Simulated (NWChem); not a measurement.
Species: SbH2Cl; SMILES [Cl][SbH2]

Results from NWChem. def2 effective core potentials on Sb; no spin-orbit coupling. Each level has its own optimisation; frequencies are unscaled.

```
level                                                   r H–Sb (Å)  r Cl–Sb (Å)  highest harmonic frequency (cm⁻¹)  lowest (cm⁻¹)  zero-point energy (kcal/mol)
------------------------------------------------------  ----------  -----------  ---------------------------------  -------------  ----------------------------
Hartree-Fock/3-21G (all-electron, non-relativistic)          1.722        2.480                               2031            338                           9.4
LDA (Slater exchange, VWN5)/def2-SVP (core potentials)       1.736        2.373                               1869            370                           8.7
CAM-B3LYP/def2-SVP (core potentials)                         1.716        2.384                               1967            371                           9.2
PBE0/def2-SVP (core potentials)                              1.721        2.384                               1948            368                           9.1
```
